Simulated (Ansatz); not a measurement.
Ideal-gas functions of AlBr$_{2}$F, SMILES `[F][Al]([Br])[Br]` at 400 K and 1 bar, from an Ansatz frequency run at PBE0-D4/def2-TZVP.

Molar mass 205.79 g/mol, point group C2v (symmetry number 2), electronic degeneracy 1, moments of inertia 139.292, 604.224, 743.516 u Å². Harmonic wavenumbers (cm⁻¹, unscaled): 101, 175, 210, 311, 528, 880.

Use S(trans) = R[1.5 ln M + 2.5 ln T − 1.1517]; rotational temperatures θ = 24.2544 K / I; S(rot) = R[ln(√π/σ · √(T³/θAθBθC)) + 1.5]; for each mode x = 1.438777 ν̃/T, S = R[x/(eˣ − 1) − ln(1 − e⁻ˣ)] and H = RT x/(eˣ − 1); 1 cm⁻¹ = 0.0119627 kJ/mol; R = 8.31446 J/(mol·K).

Problem. By hand: the entropy, in J/(mol·K).

Solution. Translation 181.4. Rotation: θ = 0.1741, 0.0401, 0.0326 K, giving 121.1. Vibration, mode by mode: 16.78, 12.30, 10.84, 7.80, 4.13, 1.52, in all 53.4. Electronic 0.0. Sum 355.9 J/(mol·K).

Problem. By hand: H − E and G − E in kJ/mol, counted from the electronic energy.

Solution. Zero-point energy ½ × 2205 × 0.0119627 = 13.2; thermal vibration 10.8; translation, rotation and pV give 4 RT = 13.3. H − E = 37.3 kJ/mol, and G − E = 37.3 − 400 × 355.9/1000 = -105.1 kJ/mol.

Vibration gives 15 % of the entropy, 16.8 J/(mol·K) of it from the mode under 150 cm⁻¹: soft modes count most, and the harmonic formula is weakest for them.
